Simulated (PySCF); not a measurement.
Compound: C5H8F2Se.
Numbering: `[CH2:1]=[CH:2][C:3]([F:4])([F:5])[CH2:6][Se:7][CH3:8]` (hydrogens: H9, H10 on C1; H11 on C2; H12, H13 on C6; H14, H15, H16 on C8)

A GFN2-xTB structure was refined with PBE0-D3(BJ)/def2-SVP geometry optimisation, gas phase (PySCF). Its GFN2-xTB values:

```
  coordinate  GFN2-xTB
       C1=C2   1.319 Å
       C1–H9   1.077 Å
      C1–H10   1.076 Å
       C2–C3   1.503 Å
      C2–H11   1.080 Å
       C3–F4   1.364 Å
       C3–C6   1.518 Å
      C6–Se7   1.973 Å
      C6–H12   1.091 Å
      Se7–C8   1.953 Å
      C8–H14   1.087 Å
    C1–C2–C3    123.5°
    C2–C3–F4    111.4°
    C2–C3–C6    112.5°
   C3–C6–Se7    109.1°
    F4–C3–F5    104.7°
    F4–C3–C6    109.1°
   C6–Se7–C8     95.1°
 C1–C2–C3–F4      -20°
C2–C3–C6–Se7      180°
C3–C6–Se7–C8      180°
```

Question: How do these coordinates change at the PBE0-D3(BJ)/def2-SVP level?

Answer: 
```json
{"coordinate": "C6–Se7", "PBE0-D3(BJ)/def2-SVP (Å or °)": "1.955", "change": "-0.018"}
{"coordinate": "C1–H10", "PBE0-D3(BJ)/def2-SVP (Å or °)": "1.092", "change": "+0.016"}
{"coordinate": "C1–H9", "PBE0-D3(BJ)/def2-SVP (Å or °)": "1.093", "change": "+0.016"}
{"coordinate": "C2–H11", "PBE0-D3(BJ)/def2-SVP (Å or °)": "1.095", "change": "+0.015"}
{"coordinate": "Se7–C8", "PBE0-D3(BJ)/def2-SVP (Å or °)": "1.940", "change": "-0.013"}
{"coordinate": "C8–H14", "PBE0-D3(BJ)/def2-SVP (Å or °)": "1.099", "change": "+0.012"}
{"coordinate": "C1=C2", "PBE0-D3(BJ)/def2-SVP (Å or °)": "1.330", "change": "+0.011"}
{"coordinate": "C6–H12", "PBE0-D3(BJ)/def2-SVP (Å or °)": "1.099", "change": "+0.008"}
{"coordinate": "C3–F4", "PBE0-D3(BJ)/def2-SVP (Å or °)": "1.356", "change": "-0.008"}
{"coordinate": "C3–C6", "PBE0-D3(BJ)/def2-SVP (Å or °)": "1.515", "change": "-0.003"}
{"coordinate": "C2–C3", "PBE0-D3(BJ)/def2-SVP (Å or °)": "1.502", "change": "-0.001"}
{"coordinate": "C3–C6–Se7", "PBE0-D3(BJ)/def2-SVP (Å or °)": "112.1", "change": "+3.0"}
{"coordinate": "F4–C3–F5", "PBE0-D3(BJ)/def2-SVP (Å or °)": "106.7", "change": "+2.0"}
{"coordinate": "C2–C3–F4", "PBE0-D3(BJ)/def2-SVP (Å or °)": "110.3", "change": "-1.1"}
{"coordinate": "F4–C3–C6", "PBE0-D3(BJ)/def2-SVP (Å or °)": "109.4", "change": "+0.3"}
{"coordinate": "C6–Se7–C8", "PBE0-D3(BJ)/def2-SVP (Å or °)": "95.0", "change": "-0.1"}
{"coordinate": "C1–C2–C3", "PBE0-D3(BJ)/def2-SVP (Å or °)": "123.4", "change": "-0.1"}
{"coordinate": "C2–C3–C6", "PBE0-D3(BJ)/def2-SVP (Å or °)": "112.5", "change": "0.0"}
{"coordinate": "C1–C2–C3–F4", "PBE0-D3(BJ)/def2-SVP (Å or °)": "-10", "change": "+10"}
{"coordinate": "C3–C6–Se7–C8", "PBE0-D3(BJ)/def2-SVP (Å or °)": "174", "change": "-6"}
{"coordinate": "C2–C3–C6–Se7", "PBE0-D3(BJ)/def2-SVP (Å or °)": "175", "change": "-5"}
```

The energy falls by 6.2 kJ/mol over 7 energy and gradient evaluations, the largest force component goes from 0.0151 to 1.8e-04 Eh/bohr, and the atoms move by 0.099 Å rms after alignment. The bond that changes most is C6–Se7 (ends: sp3 carbon bound to selenium; selenium bonded to 2 C), which shortens by 0.018 Å. Bonds longer at the end by more than 0.005 Å: 9 of 15; shorter: 4. Among the dihedrals that turn most is C1–C2–C3–F4, from -20° to -10°. Rotational constants go from 3248, 719.5, 680.6 to 3318, 704.1, 665.3 MHz.

The run used 170 basis functions and 46 SCF cycles in all.

No frequency check. One conformer, not necessarily the lowest.
